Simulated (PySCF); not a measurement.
CH$_{3}$BF$_{2}$ (SMILES CB(F)F), singlet, at a GFN2-xTB geometry, with bond 2-1 at 1.4 times its length; CASSCF(4,3)+NEVPT2/6-31G run with PySCF.

Input for PySCF:
```python
from pyscf import gto, scf, mcscf, mrpt
import numpy

mol = gto.Mole()
mol.atom = '''
    B     0.032344   -0.035010    0.054432
    F     1.839299   -0.399611   -0.043023
    F    -0.547709   -0.533191    1.127851
    C    -0.733016    0.781991   -1.046833
    H    -1.744735    1.031652   -0.744107
    H    -0.791712    0.208428   -1.970255
    H    -0.205033    1.700695   -1.290852
'''
mol.basis = '6-31g'
mol.charge = 0
mol.spin = 0
mol.verbose = 4
mol.build()

mf = scf.RHF(mol)
mf.kernel()
mc = mcscf.CASSCF(mf, 3, 4)
mc.fix_spin_(ss=0.0)
mc.kernel()
occ = numpy.linalg.eigvalsh(mc.fcisolver.make_rdm1(mc.ci, mc.ncas, mc.nelecas))[::-1]
ss = mc.fcisolver.spin_square(mc.ci, mc.ncas, mc.nelecas)[0]
print('natural occupations', occ.round(4), ' <S^2>', round(ss, 4))
e2 = mrpt.NEVPT(mc).kernel()
print('E(NEVPT2) = %.10f' % (mc.e_tot + e2))
```

The log (banner, timings and long lists left out):

```
PySCF version 2.14.0

[INPUT] verbose = 4
[INPUT] num. atoms = 7
[INPUT] num. electrons = 32
[INPUT] charge = 0
[INPUT] spin (= nelec alpha-beta = 2S) = 0
[INPUT] symmetry False subgroup None
[INPUT] Mole.unit = angstrom
[INPUT] Symbol           X                Y                Z      unit          X                Y                Z       unit  Magmom
[...]
nuclear repulsion = 99.994033384684
number of shells = 26
number of NR pGTOs = 100
number of NR cGTOs = 42
basis = 6-31g
ecp = {}

******** <class 'pyscf.scf.hf.RHF'> ********
method = RHF
initial guess = minao
damping factor = 0
level_shift factor = 0
DIIS = <class 'pyscf.scf.diis.CDIIS'>
diis_start_cycle = 1
diis_space = 8
diis_damp = 0
SCF conv_tol = 1e-09
SCF conv_tol_grad = None
SCF max_cycles = 50
direct_scf = True
direct_scf_tol = 1e-13
Set gradient conv threshold to 3.16228e-05
Initial guess from minao.
init E= -263.110758367722
[...]
cycle= 1 E= -263.013772122956  delta_E= 0.097  |g|= 0.731  |ddm|= 2.03
[...]
cycle= 2 E= -263.096563075861  delta_E= -0.0828  |g|= 0.567  |ddm|= 1.04
[...]
cycle= 3 E= -263.149056301764  delta_E= -0.0525  |g|= 0.0518  |ddm|= 0.39
[...]
cycle= 4 E= -263.150677559413  delta_E= -0.00162  |g|= 0.0251  |ddm|= 0.0844
[...]
cycle= 5 E= -263.150879976419  delta_E= -0.000202  |g|= 0.00811  |ddm|= 0.0262
[...]
cycle= 6 E= -263.150933259793  delta_E= -5.33e-05  |g|= 0.00266  |ddm|= 0.0187
[...]
cycle= 7 E= -263.150938611228  delta_E= -5.35e-06  |g|= 0.000788  |ddm|= 0.00653
[...]
cycle= 8 E= -263.150939000576  delta_E= -3.89e-07  |g|= 0.000196  |ddm|= 0.00168
[...]
cycle= 9 E= -263.150939023831  delta_E= -2.33e-08  |g|= 3.64e-05  |ddm|= 0.000387
[...]
cycle= 10 E= -263.150939024722  delta_E= -8.91e-10  |g|= 7.82e-06  |ddm|= 7.01e-05
[...]
Extra cycle  E= -263.150939024756  delta_E= -3.47e-11  |g|= 3.72e-06  |ddm|= 1.12e-05
converged SCF energy = -263.150939024756

******** <class 'pyscf.mcscf.mc1step.CASSCF'> ********
CAS (2e+2e, 3o), ncore = 14, nvir = 25
max_cycle_macro = 50
max_cycle_micro = 4
conv_tol = 1e-07
conv_tol_grad = None
orbital rotation max_stepsize = 0.02
orbital rotation threshold for CI restart = 0.01
augmented hessian ah_max_cycle = 30
augmented hessian ah_conv_tol = 1e-12
augmented hessian ah_linear dependence = 1e-14
augmented hessian ah_level shift = 1e-08
augmented hessian ah_start_tol = 2.5
augmented hessian ah_start_cycle = 3
augmented hessian ah_grad_trust_region = 3
kf_trust_region = 3
kf_interval = 4
ci_response_space = 4
ci_grad_trust_region = 3
with_dep4 0
natorb = False
canonicalization = True
sorting_mo_energy = False
ao2mo_level = 2
internal_rotation = False
******** <class 'pyscf.fci.addons.SpinPenaltyFCISolver'> ********
max. cycles = 50
conv_tol = 1e-08
davidson only = True
linear dependence = 1e-12
level shift = 0.001
max iter space = 12
nroots = 1
pspace_size = 400
spin = None
CASCI E = -263.150974301368  S^2 = 0.0000000
Set conv_tol_grad to 0.000316228
macro iter   1 (  7 JK    2 micro), CASSCF E = -263.150978508680  dE = -4.20731169e-06  S^2 = 0.0000000
               |grad[o]|=0.000149  |grad[c]|=0.00164  |ddm|=0.000445  |maxRot[o]|=0.0429
macro iter   2 (  7 JK    2 micro), CASSCF E = -263.151002861117  dE = -2.43524370e-05  S^2 = 0.0000000
               |grad[o]|=0.000152  |grad[c]|=0.000794  |ddm|=0.000586  |maxRot[o]|=0.0581
macro iter   3 (  7 JK    2 micro), CASSCF E = -263.151046483723  dE = -4.36226062e-05  S^2 = 0.0000000
               |grad[o]|=0.000269  |grad[c]|=0.000556  |ddm|=0.000396  |maxRot[o]|=0.0473
macro iter   4 (  7 JK    2 micro), CASSCF E = -263.151123073988  dE = -7.65902645e-05  S^2 = 0.0000000
               |grad[o]|=0.000452  |grad[c]|=0.00167  |ddm|=0.0019  |maxRot[o]|=0.058
macro iter   5 (  7 JK    2 micro), CASSCF E = -263.151292997437  dE = -1.69923449e-04  S^2 = 0.0000000
               |grad[o]|=0.000726  |grad[c]|=0.000955  |ddm|=0.00265  |maxRot[o]|=0.0699
macro iter   6 (  7 JK    2 micro), CASSCF E = -263.151632928276  dE = -3.39930839e-04  S^2 = 0.0000000
[...]
               |grad[o]|=0.000229  |grad[c]|=0.00193  |ddm|=0.00193  |maxRot[o]|=0.0803
macro iter  33 (  7 JK    2 micro), CASSCF E = -263.163480226355  dE = -1.24670987e-06  S^2 = 0.0000000
               |grad[o]|=0.00027  |grad[c]|=0.000205  |ddm|=0.000157  |maxRot[o]|=0.021
macro iter  34 (  5 JK    1 micro), CASSCF E = -263.163481048838  dE = -8.22482946e-07  S^2 = 0.0000000
               |grad[o]|=0.000174  |grad[c]|=0.000649  |ddm|=0.000403  |maxRot[o]|=0.0328
macro iter  35 (  3 JK    1 micro), CASSCF E = -263.163481062531  dE = -1.36923859e-08  S^2 = 0.0000000
               |grad[o]|=3.42e-05  |grad[c]|=3.95e-05  |ddm|=1.67e-05  |maxRot[o]|=0.0047
1-step CASSCF converged in  35 macro (330 JK  83 micro) steps
CASSCF canonicalization
Density matrix diagonal elements [1.99971054 1.98550279 0.01478668]
CASSCF energy = -263.163481062531
CASCI E = -263.163481062531  E(CI) = -5.79622462227940  S^2 = 0.0000000
natural occupations [1.9998 1.9854 0.0148]  <S^2> 0.0

******** <class 'pyscf.mrpt.nevpt2.NEVPT'> ********
NEVPT2 (2e+2e, 3o), ncore = 14, nvir = 25
root = 0
Natural occ [1.99981744 1.98541625 0.01476631]
Natural orbital (expansion on meta-Lowdin AOs) in CAS space
               #1        #2        #3
0 B 1s           0.01987  -0.00830  -0.00422
0 B 2s           0.09868   0.45226   0.57799
0 B 3s           0.00601  -0.04397  -0.09119
0 B 2px          0.20018  -0.17597  -0.08733
0 B 2py         -0.08167   0.24920   0.21800
0 B 2pz          0.05414  -0.35066  -0.32679
0 B 3px         -0.02352   0.02900   0.02147
0 B 3py          0.01451  -0.04967  -0.06857
0 B 3pz         -0.01436   0.07254   0.10565
1 F 1s          -0.00013  -0.00013  -0.00007
1 F 2s           0.00560  -0.02013  -0.03384
1 F 3s          -0.00555  -0.00130  -0.01362
1 F 2px         -0.38097   0.05493   0.13086
1 F 2py          0.13437  -0.02794  -0.04694
1 F 2pz         -0.07344   0.02619   0.02670
1 F 3px         -0.00919   0.00471   0.01481
1 F 3py          0.00345  -0.00982  -0.02223
1 F 3pz         -0.00199   0.01490   0.03170
2 F 1s          -0.00014  -0.00013  -0.00005
2 F 2s          -0.00307  -0.02284  -0.00636
2 F 3s          -0.00137   0.00054   0.00985
2 F 2px         -0.06365   0.03126   0.01970
2 F 2py          0.05520  -0.05013  -0.03231
2 F 2pz         -0.06383   0.07373   0.04425
2 F 3px         -0.00819   0.02320   0.04856
2 F 3py          0.00223  -0.01283  -0.02007
2 F 3pz         -0.00020   0.01282   0.01449
3 C 1s          -0.09983   0.00327   0.00096
3 C 2s          -0.57109   0.28234  -0.36022
3 C 3s           0.01677  -0.01556   0.00455
3 C 2px          0.19938   0.34509  -0.27477
3 C 2py         -0.14663  -0.34577   0.28178
3 C 2pz          0.13760   0.47589  -0.38924
3 C 3px         -0.01595  -0.02055   0.04637
3 C 3py          0.01170   0.01900  -0.04314
3 C 3pz         -0.01388  -0.02351   0.06051
4 H 1s          -0.38682  -0.05824   0.00566
4 H 2s           0.05129  -0.01005  -0.03680
5 H 1s          -0.30144  -0.04231  -0.02741
5 H 2s           0.04040  -0.01061  -0.03803
6 H 1s          -0.30919  -0.03674  -0.03015
6 H 2s           0.04082  -0.01195  -0.03727
<CAS-nat-orb|mo-hf>  15     7       -0.73450601
<CAS-nat-orb|mo-hf>  15     11       0.54119826
<CAS-nat-orb|mo-hf>  16     7        0.42176699
<CAS-nat-orb|mo-hf>  16     11       0.60074102
<CAS-nat-orb|mo-hf>  16     13       0.40869482
<CAS-nat-orb|mo-hf>  16     16       0.51752499
<CAS-nat-orb|mo-hf>  17     18      -0.43027342
<CAS-nat-orb|mo-hf>  17     23       0.57404637
<CAS-nat-orb|mo-hf>  17     30      -0.63507975
Sr    (-1)',   E = -0.00358786897528
Si    (+1)',   E = -0.00000000023527
Sijrs (0)  ,   E = -0.30186411898685
Sijr  (+1) ,   E = -0.00567417396673
Srsi  (-1) ,   E = -0.04827633530196
Srs   (-2) ,   E = -0.00785673127579
Sij   (+2) ,   E = -0.00030841531927
Sir   (0)' ,   E = -0.01797541651217
Nevpt2 Energy = -0.385543060573314
E(NEVPT2) = -263.5490241231
```
